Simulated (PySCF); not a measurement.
**A series of derivatives of Cl[SiH]1CC=CCC1**

Parent skeleton `[Cl:1][SiH:2]1[CH2:3][CH:4]=[CH:5][CH2:6][CH2:7]1`; one hydrogen on atom 3 is replaced by X. Hydrogens on one atom are averaged.

PySCF 2.14 calculation with geometry: GFN2-xTB and NMR shieldings at PBE0/pcSseg-1/GIAO; non-relativistic Hamiltonian, gas phase, averaged over atoms made equivalent by symmetry, fast rotation or ring inversion, single conformer.

Shifts are taken against calculated references (same method and geometry level): HCl for 35Cl (σref 949.78); 29Si (σref 349.16), 13C (σref 186.93), 1H (σref 31.72) against TMS.

Q: Give δ (ppm) for X = OCH3, NHSiH3, CH2F, OCHO, CH2CN.

A: 
```csv
X,SMILES,Cl1,Si2,C3,C4,C5,C6,C7,H(Si2),H(C3)
OCH3,CO[C@@H]1C=CCC[Si@@H]1Cl,-46.7,-0.2,76.4,139.3,135.0,24.7,15.0,5.25,3.40
NHSiH3,[SiH3]N[C@@H]1C=CCC[Si@H]1Cl,-35.6,3.8,44.1,137.7,136.3,24.4,11.8,5.10,2.56
CH2F,FC[C@@H]1C=CCC[Si@@H]1Cl,-61.0,-1.9,31.4,134.2,136.9,24.4,15.0,5.27,2.15
OCHO,O=CO[C@@H]1C=CCC[Si@H]1Cl,-4.8,-20.1,70.8,133.2,138.9,30.1,20.9,5.69,4.70
CH2CN,N#CC[C@@H]1C=CCC[Si@H]1Cl,-28.8,2.4,30.7,136.1,141.5,27.0,16.1,5.53,1.94
```

Q: Which position responds most, and to which substituents?

A: Cl1: from -61.0 ppm with CH2F to -4.8 ppm with OCHO.
